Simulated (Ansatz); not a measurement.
# Ligand exchange: CH2BrI + C4H7ClSi → CH2ClI + C4H7BrSi

Gas-phase species: CH2BrI (bromoiodomethane) `BrCI`, singlet; C4H7ClSi `C=C[SiH](Cl)C=C`, singlet; CH2ClI (chloroiodomethane) `ClCI`, singlet; C4H7BrSi `C=C[SiH](Br)C=C`, singlet. The partners trade Br for Cl: C–Br and Si–Cl bonds give way to C–Cl and Si–Br.

Shapes, held fixed at every level: PBE0-D4/def2-TZVP. Flexible molecules stand in one conformer, not always the lowest. Programs: Ansatz 0.2.0. Electronic energies: no zero-point or thermal term.

(1) Estimate ΔE of this reaction.

Answers

(1) The highest level, CCSD(T)/def2-TZVPP, gives ΔE = +11.7 kJ/mol; the levels span +6.6 to +12.2. The column of differences is taken from that level and isn't an error. No measured value is set beside it here. For atoms past krypton def2 sets carry core potentials with scalar relativity. Relativity is left out for Br. Outer-core shells of Br, I are correlated, in sets that cover them unevenly.

```json
{"level": "HF/def2-TZVPP", "kind": "Hartree–Fock", "ΔE (kJ/mol)": "+10.1", "less CCSD(T)/def2-TZVPP": "-1.6"}
{"level": "B3LYP-D4/def2-TZVPP", "kind": "global hybrid", "ΔE (kJ/mol)": "+9.8", "less CCSD(T)/def2-TZVPP": "-1.9"}
{"level": "PBE0-D4/def2-TZVPP", "kind": "global hybrid", "ΔE (kJ/mol)": "+6.6", "less CCSD(T)/def2-TZVPP": "-5.1"}
{"level": "wB97M-V/def2-TZVPP", "kind": "range-separated hybrid", "ΔE (kJ/mol)": "+9.3", "less CCSD(T)/def2-TZVPP": "-2.4"}
{"level": "B2PLYP/def2-TZVPP", "kind": "double hybrid", "ΔE (kJ/mol)": "+10.9", "less CCSD(T)/def2-TZVPP": "-0.8"}
{"level": "MP2/def2-TZVPP", "kind": "perturbation theory", "ΔE (kJ/mol)": "+12.2", "less CCSD(T)/def2-TZVPP": "+0.5"}
{"level": "CCSD(T)/def2-TZVPP", "kind": "coupled cluster or CI", "ΔE (kJ/mol)": "+11.7", "less CCSD(T)/def2-TZVPP": "0.0"}
```
